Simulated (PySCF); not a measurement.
Optical rotation: `C=CC1=C[C@H](C)[C@@H]1F`, C₇H₉F

Molfile (atoms numbered from 1):
```
C7H9F
     RDKit          3D

 17 17  0  0  0  0  0  0  0  0999 V2000
    2.9522   -0.0541    0.6130 C   0  0  0  0  0  0  0  0  0  0  0  0
    2.0528   -0.3736   -0.3135 C   0  0  0  0  0  0  0  0  0  0  0  0
    0.6379   -0.3890   -0.0685 C   0  0  0  0  0  0  0  0  0  0  0  0
   -0.4593   -0.6387   -0.8012 C   0  0  0  0  0  0  0  0  0  0  0  0
   -1.4310   -0.3625    0.3168 C   0  0  2  0  0  0  0  0  0  0  0  0
   -2.3136    0.8628    0.1412 C   0  0  0  0  0  0  0  0  0  0  0  0
   -0.1615   -0.1443    1.1941 C   0  0  2  0  0  0  0  0  0  0  0  0
   -0.0449    1.0990    1.7645 F   0  0  0  0  0  0  0  0  0  0  0  0
    2.6570    0.2175    1.6128 H   0  0  0  0  0  0  0  0  0  0  0  0
    4.0070   -0.0418    0.4007 H   0  0  0  0  0  0  0  0  0  0  0  0
    2.3555   -0.6327   -1.3202 H   0  0  0  0  0  0  0  0  0  0  0  0
   -0.6229   -0.9322   -1.8212 H   0  0  0  0  0  0  0  0  0  0  0  0
   -2.0336   -1.2213    0.6256 H   0  0  0  0  0  0  0  0  0  0  0  0
   -2.8267    1.0915    1.0724 H   0  0  0  0  0  0  0  0  0  0  0  0
   -1.7098    1.7220   -0.1403 H   0  0  0  0  0  0  0  0  0  0  0  0
   -3.0536    0.6816   -0.6350 H   0  0  0  0  0  0  0  0  0  0  0  0
   -0.0126   -0.8722    1.9984 H   0  0  0  0  0  0  0  0  0  0  0  0
  1  2  2  0
  2  3  1  0
  3  4  2  0
  4  5  1  0
  5  6  1  0
  5  7  1  0
  7  8  1  0
  7  3  1  0
  1  9  1  0
  1 10  1  0
  2 11  1  0
  4 12  1  0
  5 13  1  1
  6 14  1  0
  6 15  1  0
  6 16  1  0
  7 17  1  1
M  END
```

Level of theory: TDDFT PBE0/def2-SVPD circular dichroism and optical rotation, one conformer, gas phase in PySCF 2.14.0. Geometry: GFN2-xTB.

The molecule is flexible and this is one conformer; a measurement averages over conformers. States above about 6.8 eV (minus the energy of the highest occupied orbital) lie near or above the ionisation threshold and depend on the basis.

Stereocentres: C5 S, C7 S.

Task: Give the optical rotatory dispersion at 633, 589.3, 546, 436, 405, 365, 355 nm.

Result: [α] in deg dm⁻¹ (g/mL)⁻¹:
| λ (nm) | origin-invariant length gauge | modified velocity gauge | length gauge (centre of mass) | isotropic polarisability (au) |
| --- | --- | --- | --- | --- |
| 633 | +263.2 | +258.2 | +258.5 | 89.8 |
| 589.3 | +313.0 | +307.1 | +307.4 | 90.4 |
| 546 | +378.8 | +371.8 | +371.9 | 91.2 |
| 436 | +700.5 | +688.2 | +687.5 | 94.5 |
| 405 | +878.7 | +863.5 | +862.1 | 96.3 |
| 365 | +1250.1 | +1229.3 | +1225.8 | 99.5 |
| 355 | +1385.3 | +1362.5 | +1358.2 | 100.6 |

Task: And for the mirror image at 589.3 nm?

Result: -313.0 deg dm⁻¹ (g/mL)⁻¹ (origin-invariant length gauge): the same size and the opposite sign.

Task: What is the molar rotation [Φ] = [α]·M/100 of the geometry above at 589.3 nm?

Result: With M = 112.15 g/mol, +351.0 deg cm² dmol⁻¹ (origin-invariant length gauge).

The first excitation lies at 5.55 eV (223 nm) with R = +50.8 × 10⁻⁴⁰ esu² cm² (velocity form).
